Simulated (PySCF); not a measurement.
PySCF input file for C3H2FNS, SMILES c1scc(n1)F, TDA-PBE/def2-SVPD. Geometry: r2SCAN-D4/def2-SVP.

```python
import numpy as np
from pyscf import gto, scf, dft, tdscf

mol = gto.M(
    atom='''
    F    -0.20278051    2.29025585    0.00000000
    C    -0.04231439    0.97672028    0.00000000
    C    -1.08460243    0.08036873    0.00000000
    S    -0.42603873   -1.51052700    0.00000000
    C     1.16938916   -0.82518422    0.00000000
    N     1.21266759    0.47890240    0.00000000
    H    -2.15412596    0.28150187    0.00000000
    H     2.05226302   -1.46911805    0.00000000
    ''',
    basis='def2-SVPD',
    charge=0,
    spin=0,
    symmetry=True,
    max_memory=1600,
    verbose=4,
)
mf = dft.RKS(mol, xc='pbe').density_fit(auxbasis='def2-universal-jkfit')
mf.grids.level = 3
mf.conv_tol = 1e-9
mf.max_cycle = 100
mf.kernel()
mf.grids = dft.Grids(mol).set(level=1).build(with_non0tab=True)  # coarser grid for the response kernel
td = tdscf.TDA(mf)
td.singlet = True
td.nstates = 10
td.conv_tol = 1e-4
td.positive_eig_threshold = 1e-6
td.kernel(x0=td.get_init_guess(mf, 15))
td.analyze()
tt = tdscf.TDA(mf)
tt.singlet = False
tt.nstates = 4
tt.conv_tol = 1e-4
tt.positive_eig_threshold = 1e-6
tt.kernel(x0=tt.get_init_guess(mf, 9))
tt.analyze(verbose=3)
```

Output:

```
PySCF version 2.14.0

[INPUT] verbose = 4
[INPUT] num. atoms = 8
[INPUT] num. electrons = 52
[INPUT] charge = 0
[INPUT] spin (= nelec alpha-beta = 2S) = 0
[INPUT] symmetry True subgroup None
[INPUT] Mole.unit = angstrom
[INPUT] Symbol           X                Y                Z      unit          X                Y                Z       unit  Magmom
[INPUT]  1 F     -0.202780510000   2.290255850000   0.000000000000 AA   -0.383199627300   4.327956311683   0.000000000000 Bohr   0.0
[INPUT]  2 C     -0.042314390000   0.976720280000   0.000000000000 AA   -0.079962608228   1.845733829509   0.000000000000 Bohr   0.0
[INPUT]  3 C     -1.084602430000   0.080368730000   0.000000000000 AA   -2.049601546738   0.151874888679   0.000000000000 Bohr   0.0
[INPUT]  4 S     -0.426038730000  -1.510527000000   0.000000000000 AA   -0.805096518158  -2.854482333761   0.000000000000 Bohr   0.0
[INPUT]  5 C      1.169389160000  -0.825184220000   0.000000000000 AA    2.209825245435  -1.559372178113   0.000000000000 Bohr   0.0
[INPUT]  6 N      1.212667590000   0.478902400000   0.000000000000 AA    2.291609625236   0.904994376397   0.000000000000 Bohr   0.0
[INPUT]  7 H     -2.154125960000   0.281501870000   0.000000000000 AA   -4.070708102216   0.531961437853   0.000000000000 Bohr   0.0
[INPUT]  8 H      2.052263020000  -1.469118050000   0.000000000000 AA    3.878215043373  -2.776230759155   0.000000000000 Bohr   0.0

nuclear repulsion = 274.573621794704
point group symmetry = Cs
symmetry origin: [-1.45363547e-09  3.63409021e-10  0.00000000e+00]
symmetry axis x: [ 1.00000000e+00 -1.45823958e-09  0.00000000e+00]
symmetry axis y: [1.45823958e-09 1.00000000e+00 0.00000000e+00]
symmetry axis z: [0. 0. 1.]
num. orbitals of irrep A' = 103
num. orbitals of irrep A" = 43
number of shells = 60
number of NR pGTOs = 218
number of NR cGTOs = 146
basis = def2-SVPD
ecp = {}


[settings echo left out]
init E= -668.438493364761
HOMO (A") = -0.259292069612095  LUMO (A") = -0.106264309245225  gap/eV = 4.16410
cycle= 1 E= -667.476384463653  delta_E= 0.962  |g|= 0.484  |ddm|= 4.69
HOMO (A') = -0.193283883572952  LUMO (A") = -0.0534421183861387  gap/eV = 3.80529
cycle= 2 E= -667.319162273517  delta_E= 0.157  |g|= 0.957  |ddm|= 2.03
HOMO (A") = -0.225944197127286  LUMO (A") = -0.071959390740655  gap/eV = 4.19014
cycle= 3 E= -667.517524183304  delta_E= -0.198  |g|= 0.183  |ddm|= 1.52
HOMO (A") = -0.230143056033564  LUMO (A") = -0.0791928107870952  gap/eV = 4.10757
cycle= 4 E= -667.524989384323  delta_E= -0.00747  |g|= 0.0699  |ddm|= 0.322
HOMO (A") = -0.232538397754332  LUMO (A") = -0.0807306873362195  gap/eV = 4.13090
cycle= 5 E= -667.52611767451  delta_E= -0.00113  |g|= 0.0152  |ddm|= 0.11
HOMO (A") = -0.231187872167488  LUMO (A") = -0.0792319911403441  gap/eV = 4.13493
cycle= 6 E= -667.526142736905  delta_E= -2.51e-05  |g|= 0.0119  |ddm|= 0.039
HOMO (A") = -0.231067485626254  LUMO (A") = -0.079396085117851  gap/eV = 4.12719
cycle= 7 E= -667.526182132646  delta_E= -3.94e-05  |g|= 0.00287  |ddm|= 0.0185
HOMO (A") = -0.231300284730587  LUMO (A") = -0.0795301974218452  gap/eV = 4.12987
cycle= 8 E= -667.526184445559  delta_E= -2.31e-06  |g|= 0.000451  |ddm|= 0.00561
HOMO (A") = -0.231269192685437  LUMO (A") = -0.0795190152294682  gap/eV = 4.12933
cycle= 9 E= -667.526184485487  delta_E= -3.99e-08  |g|= 0.000232  |ddm|= 0.00113
HOMO (A") = -0.231276440380163  LUMO (A") = -0.0795209801854391  gap/eV = 4.12948
cycle= 10 E= -667.526184500879  delta_E= -1.54e-08  |g|= 3.17e-05  |ddm|= 0.000362
HOMO (A") = -0.231276079536448  LUMO (A") = -0.0795201035492288  gap/eV = 4.12949
cycle= 11 E= -667.526184501119  delta_E= -2.4e-10  |g|= 1.06e-05  |ddm|= 7.41e-05
HOMO (A") = -0.231275387314906  LUMO (A") = -0.0795203870840355  gap/eV = 4.12946
Extra cycle  E= -667.526184501035  delta_E= 8.44e-11  |g|= 2.24e-05  |ddm|= 3.75e-05
converged SCF energy = -667.526184501035
tot grids = 37224
Overwritten attributes  positive_eig_threshold  of <class 'pyscf.tdscf.rks.TDA'>


******** <class 'pyscf.tdscf.rks.TDA'> for <class 'pyscf.df.df_jk.DFSymAdaptedRKS'> ********
nstates = 10 singlet
deg_eia_thresh = 1.000e-03
wfnsym = None
conv_tol = 0.0001
eigh lindep = 1e-12
eigh level_shift = 0
eigh max_cycle = 100


Excitation energies (eV)
[5.16401318 5.33478792 5.34596016 6.1635132  6.46993216 6.55043754
 6.58076245 6.72968125 7.23437214 7.25171042]

** Singlet excitation energies and oscillator strengths **
Excited State   1:   A"      5.16401 eV    240.09 nm  f=0.0003
      25 -> 27       -0.70206
Excited State   2:   A'      5.33479 eV    232.41 nm  f=0.0699
      22 -> 27       -0.10037
      24 -> 27        0.10194
      24 -> 29       -0.13167
      25 -> 28       -0.14561
      26 -> 27       -0.63245
      26 -> 29       -0.14265
Excited State   3:   A"      5.34596 eV    231.92 nm  f=0.0023
      26 -> 28       -0.70590
Excited State   4:   A'      6.16351 eV    201.16 nm  f=0.0420
      24 -> 27       -0.29221
      25 -> 28        0.61188
      26 -> 27       -0.13976
Excited State   5:   A"      6.46993 eV    191.63 nm  f=0.0048
      26 -> 30       -0.70337
Excited State   6:   A'      6.55044 eV    189.28 nm  f=0.0382
      24 -> 27        0.52787
      25 -> 28        0.27037
      25 -> 31        0.10496
      26 -> 27        0.10036
      26 -> 29       -0.30104
Excited State   7:   A"      6.58076 eV    188.40 nm  f=0.0001
      24 -> 28        0.70401
Excited State   8:   A"      6.72968 eV    184.23 nm  f=0.0002
      26 -> 31       -0.70062
Excited State   9:   A"      7.23437 eV    171.38 nm  f=0.0038
      23 -> 27       -0.22691
      25 -> 29        0.11107
      26 -> 32        0.64950
      26 -> 33       -0.10306
Excited State  10:   A"      7.25171 eV    170.97 nm  f=0.0116
      23 -> 27        0.55959
      25 -> 29       -0.32349
      26 -> 32        0.23959
      26 -> 33       -0.11272

** Transition electric dipole moments (AU) **
state          X           Y           Z        Dip. S.      Osc.
  1        -0.0000     -0.0000      0.0467      0.0022      0.0003
  2         0.7273      0.0776      0.0000      0.5349      0.0699
  3        -0.0000      0.0000     -0.1329      0.0177      0.0023
  4         0.5087     -0.1402      0.0000      0.2784      0.0420
  5         0.0000     -0.0000     -0.1732      0.0300      0.0048
  6        -0.0858      0.4800      0.0000      0.2378      0.0382
  7        -0.0000     -0.0000      0.0239      0.0006      0.0001
  8         0.0000     -0.0000     -0.0377      0.0014      0.0002
  9        -0.0000      0.0000      0.1466      0.0215      0.0038
 10         0.0000      0.0000      0.2553      0.0652      0.0116

** Transition velocity dipole moments (imaginary part, AU) **
state          X           Y           Z        Dip. S.      Osc.
  1        -0.0000     -0.0000     -0.0089      0.0001      0.0003
  2        -0.0768     -0.0095      0.0000      0.0060      0.0204
  3        -0.0000      0.0000     -0.0499      0.0025      0.0084
  4         0.0236      0.0091      0.0000      0.0006      0.0019
  5        -0.0000     -0.0000     -0.0387      0.0015      0.0042
  6         0.0091     -0.0180      0.0000      0.0004      0.0011
  7        -0.0000     -0.0000      0.0238      0.0006      0.0016
  8         0.0000     -0.0000     -0.0096      0.0001      0.0003
  9        -0.0000      0.0000      0.0681      0.0046      0.0116
 10         0.0000      0.0000      0.0230      0.0005      0.0013

** Transition magnetic dipole moments (imaginary part, AU) **
state          X           Y           Z
  1        -0.3472      0.5968      0.0000
  2        -0.0000      0.0000      0.2331
  3        -0.0797      0.2463      0.0000
  4        -0.0000     -0.0000     -0.4952
  5        -0.5333     -0.3831     -0.0000
  6        -0.0000     -0.0000     -0.8875
  7         0.1680      0.2066     -0.0000
  8         0.1213      0.3808     -0.0000
  9        -0.1325     -0.0799      0.0000
 10         0.4074      0.3581     -0.0000


******** <class 'pyscf.tdscf.rks.TDA'> for <class 'pyscf.df.df_jk.DFSymAdaptedRKS'> ********
nstates = 4 triplet
deg_eia_thresh = 1.000e-03
wfnsym = None
conv_tol = 0.0001
eigh lindep = 1e-12
eigh level_shift = 0
eigh max_cycle = 100


Excitation energies (eV)
[3.54898606 4.73134433 4.88283311 5.01673812]

** Triplet excitation energies and oscillator strengths **
Excited State   1:   A'      3.54899 eV    349.35 nm  f=0.0000
Excited State   2:   A"      4.73134 eV    262.05 nm  f=0.0000
Excited State   3:   A'      4.88283 eV    253.92 nm  f=0.0000
Excited State   4:   A"      5.01674 eV    247.14 nm  f=0.0000
```

Self-consistency was reached.
